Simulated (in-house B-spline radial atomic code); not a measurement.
**RPA and G0W0 on HSE06: Ar VIII (Ar7+)**

Configuration [Ne] 3s1, highest spin, mean-field start HSE06. Computed with a B-spline radial code for spherical atoms: all electrons, non-relativistic, point nucleus, each spin shell either full or empty, empty states to l = 9 with an (l + 1/2)⁻⁴ tail; G0W0 by contour deformation at full frequency.

Command:
```bash
python run_gw.py task.json out
```
Settings (radii: box in bohr, nucleus in fm):
```
Z                        18
electrons                11
configuration            [Ne] 3s1
hamiltonian              nr
method                   hse06
lmax                     9
spin_polarised           True
box_radius               8.41
intervals                47
ion_configuration        [He] 2s2 2p6
```

Run time, properties included: 1.4 s on 1 thread of Arm Neoverse V2 (shared host).

Energies (hartree):

| term | value |
| --- | --- |
| mean-field total | -511.50090 |
| Hartree-Fock functional on these orbitals | -511.19931 |
| direct second order | -0.71592 |
| second-order exchange | 0.27192 |
| SOSEX correction | 0.25419 |

(1) What is the RPA correlation energy, and what remains with SOSEX?

Quasi-particle levels (eV):

| level | occupied | mean field | Σx - vxc | Σc | QP weight | G0W0 |
| --- | --- | --- | --- | --- | --- | --- |
| 3s up | yes | -136.97 | -5.58 | ? | ? | ? |
| 2p down | yes | -375.39 | -22.46 | 2.93 | 0.970 | -394.92 |
| 2p up | yes | -376.05 | -22.59 | 3.00 | 0.966 | -395.64 |
| 2s down | yes | -441.82 | -29.51 | 4.79 | 0.927 | -466.54 |
| 3s down | no | -129.26 | 7.84 | -2.60 | 0.957 | -124.02 |

G0W0 = mean field + (Σx - vxc) + Σc, with Σc (partial-wave tail included) taken at the quasi-particle energy. Only the outer levels were computed.

(2) Where does G0W0 put 3s up?

(3) What does it cost to remove one electron (to [He] 2s2 2p6) by differences of total energies, each species on its own start (correlation terms add to the Hartree-Fock functional)?

Answers

(1) RPA gives -0.66136 hartree (-1.64 eV per electron); RPA + SOSEX gives -0.40716, and the second-order doubles -0.444 hartree (no singles). SOSEX takes back 38 % of the RPA value.

(2) At -144.28 eV, with Σc = -1.73 eV and a quasi-particle weight of 0.976. The tabulated removal energy is 143.457 ± 0.0012 eV (NIST, semi-empirical); the calculation leaves out relativity, Breit and QED terms, and what these don't explain is the method's own error.

(3) HSE06 143.67 eV, Hartree-Fock functional 142.43 eV, + RPA 143.85 eV, + RPA + SOSEX 142.92 eV, + second order 143.03 eV. Tabulated: 143.457 ± 0.0012 eV (NIST, semi-empirical); the calculation leaves out relativity, Breit and QED terms, and what these don't explain is the method's own error.
